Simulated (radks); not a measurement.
Values are calculated unless marked as measured or tabulated.
Removal energies from neutral manganese, [Ar] 3d5 4s2, by Delta-SCF beside the eigenvalue of the level emptied. Level of theory: scalar-relativistic Kohn-Sham, PBE, spin-polarised, spherical densities, finite nucleus; Fermi nuclear charge, rms radius of each element as measured or else 0.836 A^(1/3) + 0.57 fm (a radial shooting solver on a logarithmic mesh with Libxc functionals). Open shells are filled with parallel spins first.

removed from   final configuration  Delta-SCF (eV)  -eigenvalue (eV)
4s                    [Ar] 3d5 4s1           7.236             4.464
3d                    [Ar] 3d4 4s2          14.638             8.146
3p            [Ne] 3s2 3p5 3d5 4s2          57.724            51.032
3s            [Ne] 3s1 3p6 3d5 4s2          89.057            82.224
